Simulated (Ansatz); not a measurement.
Input for Ansatz (a program for electronic structure):
Ansatz 0.2 input:
```yaml
crystal:
  periodic: [false, false, false]
  atoms:
    - {symbol: C, position_ang: [0.00153843, 0.13064275, -0.00550524]}
    - {symbol: O, position_ang: [0.18867680, 1.34993314, 0.00593179]}
    - {symbol: O, position_ang: [-1.23653356, -0.40013151, 0.02877461]}
    - {symbol: H, position_ang: [-1.92502878, 0.32446253, 0.01077714]}
    - {symbol: C, position_ang: [1.08418332, -0.90672469, -0.00948952]}
    - {symbol: H, position_ang: [1.99202451, -0.38660743, -0.02153002]}
    - {symbol: H, position_ang: [0.94983669, -1.51673346, 0.84043465]}
    - {symbol: H, position_ang: [0.95388813, -1.52518869, -0.91463824]}
basis:
  gaussian:
    orbitals: def2-SVP
hamiltonian:
  xc: b3lyp
relax: {}
```

### Question
What does this run give for the Mulliken (on the basis functions themselves) charges in atom order, total energy at the end of the optimisation, number of basis functions, dipole moment?

### Answer

```json
{
 "Mulliken (on the basis functions themselves) charges in atom order": "C1 0.08, O2 -0.22, O3 -0.19, H4 0.18, C5 0.02, H6 0.04, H7 0.05, H8 0.05",
 "total_energy_at_the_end_of_the_optimisation": "-228.9173 Eh",
 "number_of_basis_functions": "76",
 "dipole_moment": "1.62 D"
}
```
